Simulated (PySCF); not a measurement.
**Computed vibrations of [TaF4]+**

[TaF4]+ (singlet). PySCF 2.14.0, RKS B3LYP, Ta def2-SVP with ECP60, F def2-SVP; non-relativistic Hamiltonian with scalar-relativistic core potentials where named; density fitting; no spin-orbit coupling. Central differences of gradients.

```xyz
5

Ta    0.0000    0.0000    0.0000
F     1.0511    1.0511    1.0511
F    -1.0511   -1.0511    1.0511
F     1.0511   -1.0511   -1.0511
F    -1.0511    1.0511   -1.0511
```

Run from Python with OMP_NUM_THREADS=2. Where DIIS fails, smearing, a level shift and second-order steps follow.
It took 11 s on 2 threads of Arm Neoverse V1, on a shared host.

Question: What are the harmonic wavenumbers and infrared intensities?

Answer: Modes are labelled in Td; negative numbers are unstable modes, those under 60 cm⁻¹ near the noise; a finer grid moves soft modes by up to 10 cm⁻¹.
| cm⁻¹ | km/mol | symmetry |
| --- | --- | --- |
| 168 | 15.7 | t2 |
| 168 | 15.7 | t2 |
| 168 | 15.7 | t2 |
| 189 | 0.0 | e |
| 189 | 0.0 | e |
| 791 | 0.0 | a1 |
| 796 | 113.7 | t2 |
| 796 | 113.7 | t2 |
| 796 | 113.7 | t2 |

Question: Is this a minimum?

Answer: Yes. Ideal gas at 298.15 K and 1 bar: S = 323.0 J/(mol K), Cp = 83.5 J/(mol K), H − H(0 K) = 18.6 kJ/mol (rigid rotor, harmonic modes, spin degeneracy alone).
